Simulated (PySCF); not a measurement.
**Working out the ionisation energy of Ga**

Ga [Ar] 3d10 4s2 4p1 (2P) → Ga⁺ [Ar] 3d10 4s2 (1S). All numbers are calculated (PySCF 2.14, scalar relativity through the core potential, in aug-cc-pwCVTZ-PP with ECP10MDF (8s7p6d4f1g, 96 functions)). Frozen: nothing. Energies in hartree (1 hartree = 27.21139 eV):

| part | Ga (lower) | Ga⁺ (upper) |
| --- | --- | --- |
| UHF | -258.302207 | -258.098771 |
| MP2 opposite-spin | -0.561184 | -0.555266 |
| MP2 same-spin | -0.267971 | -0.263361 |

What does Hartree-Fock give?

(-258.098771) − (-258.302207) = 0.203436 hartree = 5.536 eV.

What do MP2 and SCS-MP2 (6/5 opposite-spin, 1/3 same-spin) give?

The opposite-spin parts differ by 0.161 eV and the same-spin parts by 0.125 eV. MP2: 5.536 + (0.161) + (0.125) = 5.822 eV. SCS-MP2: 5.536 + 1.2 × (0.161) + (0.125)/3 = 5.771 eV.

Measured between the centres of the two terms (NIST): 5.931 eV, so MP2 (valence and next inner shell) is off by -0.109 eV.

What remains against the reference includes basis incompleteness and correlation beyond second order.
